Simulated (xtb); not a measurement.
Cl2HSi, SMILES Cl[SiH]Cl (connectivity only; charge and spin as stated), charge +1, multiplicity 1. All values are semi-empirical tight-binding results from xtb (GFN2-xTB unless named), good for trends rather than for accurate numbers. The structure is a stationary point at GFN2-xTB. The spin state was assumed, not searched. The isomer is the one that the SMILES or the coordinates give; other isomers of the formula were not compared.

Problem. Estimate the properties. (The exact figures need the calculation; the answer reports its results.)

Solution. 
The point group as xtb finds it comes out as C2v, the orbital gap is 4.45 eV and the zero-point energy is 7.0 kcal/mol. The G − E(el) at 298.15 K (modified RRHO) is -10.1 kcal/mol and the static polarisability (D4 model) is 60.6 bohr³. The solvation energy, GFN2-xTB/ALPB(water) comes out as -51.9 kcal/mol and the solvation energy, GFN2-xTB/ALPB(ether) is -42.2 kcal/mol.
